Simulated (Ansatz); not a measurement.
A CCSD(T) single point on C₃H₄Se, SMILES `C=CC=[Se]`.

```yaml
crystal:
  periodic: [false, false, false]
  atoms:
    - {symbol: C, position_ang: [-0.057907, 1.240879, 0.093746]}
    - {symbol: C, position_ang: [0.408080, 0.019238, 0.368539]}
    - {symbol: C, position_ang: [-0.062848, -1.207382, -0.236293]}
    - {symbol: Se, position_ang: [-1.328389, -1.405822, -1.450011]}
    - {symbol: H, position_ang: [-0.851816, 1.379226, -0.632803]}
    - {symbol: H, position_ang: [0.343697, 2.117204, 0.587142]}
    - {symbol: H, position_ang: [1.204037, -0.091435, 1.100663]}
    - {symbol: H, position_ang: [0.437246, -2.108909, 0.113117]}
basis:
  gaussian: {orbitals: def2-TZVPP}
correlation: {method: ccsd_t}
output: {orbitals: {seedname: orbitals}}
```

```sh
$ ansatz run in.yaml --threads 2 --pin off --events-out ev --progress --plain --max-ram 4352MiB
```

The program prints (abridged):

```
Functional definition: HF
1211 factors; integrals over basis functions are off by at most 7.4e-4 eV
mean field evaluation 1: about -68455.0961 eV, gradient 2.6e1 eV
mean field evaluation 2: about -68455.3098 eV, gradient 2.6e1 eV
mean field evaluation 4: about -68457.3687 eV, gradient 3.8e0 eV
mean field evaluation 8: about -68457.4247 eV, gradient 1.7e-1 eV
mean field evaluation 32: about -68451.4193 eV, gradient 7.3e-1 eV
mean field evaluation 64: about -68451.4238 eV, gradient 1.0e-3 eV
mean field -68457.42517491 eV, -2515.7639730687 hartree, gradient 1.5e-6 eV, S^2 0.000000; 1 other end points of the search recorded, 0 dependent functions left out; unrestricted orbitals would lower it
12 core orbitals not correlated: weight in the atoms' cores, before any rotation towards them, 1.000 or more for the frozen orbitals, at most 0.000 for the correlated occupied ones
reference -68457.42517491 eV, -2515.7639730687 hartree; 16, 16 occupied and 169, 169 virtual orbitals, 1211 factors
second order -20.40519187 eV of doubles, -0.00000000 eV of singles
cycle   1  -20.29873663 eV  change    1.1e-1 eV  update   1.2e-1
cycle   2  -20.90123659 eV  change   -6.0e-1 eV  update   4.1e-2
cycle   3  -21.05790019 eV  change   -1.6e-1 eV  update   2.7e-2
cycle   4  -21.04143289 eV  change    1.6e-2 eV  update   1.1e-2
cycle   5  -21.04242559 eV  change   -9.9e-4 eV  update   6.7e-3
cycle   6  -21.04507777 eV  change   -2.7e-3 eV  update   1.9e-3
cycle   7  -21.04458629 eV  change    4.9e-4 eV  update   9.8e-4
cycle   8  -21.04441853 eV  change    1.7e-4 eV  update   2.3e-4
cycle   9  -21.04454365 eV  change   -1.3e-4 eV  update   8.5e-5
cycle  10  -21.04450037 eV  change    4.3e-5 eV  update   2.4e-5
cycle  11  -21.04450758 eV  change   -7.2e-6 eV  update   1.2e-5
perturbative correction -1.04679015 eV, -0.0384688286 hartree
Total energy: -68479.51647265 eV, -2516.5758132866 hartree
```

It took 51 s on 2 threads of an Intel Xeon 6975P-C on a shared host, with 2.7 GiB of host memory at the peak.

MP2 recovers 92.4 % of the CCSD(T) correlation energy and the triples give 4.7 %; T1 = 0.0176.
